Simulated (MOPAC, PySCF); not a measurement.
Members of the series Al-XY, Y = hydroxy; each row names its spin state. Gas-phase values, no solvent. One relaxed conformer stands for each flexible species; it need not be the lowest. Strings in code marks are SMILES.

Quantity: adiabatic spin-state energy, in kJ/mol. HF references are unrestricted for open shells and restricted for singlets. Semi-empirical values (MOPAC) are differences of heats of formation. Levels without diffuse functions put anions too high.

Level 1: B3LYP/6-311+G** // PBE0-D3(BJ)/def2-TZVPD (PySCF)
Level 2: BP86/6-31G* // PBE0-D3(BJ)/def2-TZVPD (PySCF)
Level 3: HF/3-21G // PBE0-D3(BJ)/def2-TZVPD (PySCF)
Level 4: PM3 // PBE0-D3(BJ)/def2-TZVPD (MOPAC)

```json
[
 {"species": "`O=[CH][Al-][OH]`: multiplicity 3 minus multiplicity 1", "level 1": "68.9", "level 2": "69.6", "level 3": "89.9", "level 4": "-172.4"},
 {"species": "`[NH2][Al-][OH]`: multiplicity 3 minus multiplicity 1", "level 1": "165.2", "level 2": "160.0", "level 3": "137.2", "level 4": "-160.3"},
 {"species": "`N#[C][Al-][OH]`: multiplicity 3 minus multiplicity 1", "level 1": "144.9", "level 2": "136.2", "level 3": "102.2", "level 4": "-190.6"},
 {"species": "`[OH][Al-][OH]`: multiplicity 3 minus multiplicity 1", "level 1": "174.3", "level 2": "176.3", "level 3": "138.9", "level 4": "-178.9"},
 {"species": "`[C-]#[N+][Al-][OH]`: multiplicity 3 minus multiplicity 1", "level 1": "175.8", "level 2": "170.0", "level 3": "132.9", "level 4": "-190.1"},
 {"species": "`[OH][Al-][SiH3]`: multiplicity 3 minus multiplicity 1", "level 1": "113.2", "level 2": "106.6", "level 3": "67.3", "level 4": "-140.4"},
 {"species": "`[OH][Al-][SH]`: multiplicity 3 minus multiplicity 1", "level 1": "170.3", "level 2": "162.1", "level 3": "130.7", "level 4": "-118.8"}
]
```
